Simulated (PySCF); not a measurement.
Molecule: C₅H₇O, SMILES C1(C[CH]CC1)=O, doublet. Atoms near the plane z = 0.0 Å, at the PBE0/def2-SVP optimised geometry (x, y, z in Å): O1 (-1.5, -2.1, 0.0), C2 (-0.8, -1.1, 0.0), C3 (0.7, -1.1, 0.0), C4 (1.1, 0.3, -0.2), C5 (-0.1, 1.2, -0.4), C6 (-1.3, 0.3, 0.0), H7 (1.1, -1.8, -0.8), H8 (1.1, -1.6, 0.9), H9 (2.2, 0.6, -0.2), H11 (0.0, 2.1, 0.2), H12 (-1.6, 0.5, 1.0), H13 (-2.2, 0.4, -0.6).

Calculation: PySCF with unrestricted PBE0/def2-TZVP. Cells within 0.4 Å of a nucleus heavier than hydrogen are left out (blank, or x). The values are rescaled to run from 0 to 1.

```
|4444444444444444444444444444444|
|4444444444444444444444444444444|
|4444444444444444444444444444444|
|4444444444444444444444444444444|
|4444444444444455544444444444444|
|4444444444444566655444444444444|
|4444444444445799975444444444444|
|4444444444446999996444444444444|
|4444444444457999996544444444444|
|4444444444568999997555555444444|
|4444444456789999999766666554444|
|444444457999999x999999998654444|
|3444445799999999999999999755444|
|3344456999xx9999999x99999754444|
|3334456999xxx99999xx99999654444|
|3333445899xx9999999x99996554444|
|3333344699999999999999865444444|
|3333333479999999999999654444444|
|333222235999xx999xx999644444444|
|332221124999xx999xx999544444444|
|322211016999x9999xx998544444444|
|2221100299x99999999996544444444|
|222110029xxx9998999975444444444|
|2221100299xx9644566654444444444|
|2221100059996223344444444444444|
|2221100012320012334444444444444|
|2222110000000012233344444444444|
|2222111000000112233333444444444|
|2222211111111122233333333444444|
|2222222111111222233333333333333|
|3222222222222222333333333333333|
```
Scale: ten equal steps from 0.000 (start of '0') to 1.00 (end of '9'), in the order '0123456789'; x runs from -4.50 to 4.50, y from -4.50 (bottom) to 4.50 (top).

Q: Which quantity is mapped?
(A) electrostatic potential
(B) spin density
(C) an orbital amplitude
(D) Laplacian of the electron density

A: A, electrostatic potential. In full: electrostatic potential (hartree/e), clipped to [-0.08, 0.12].
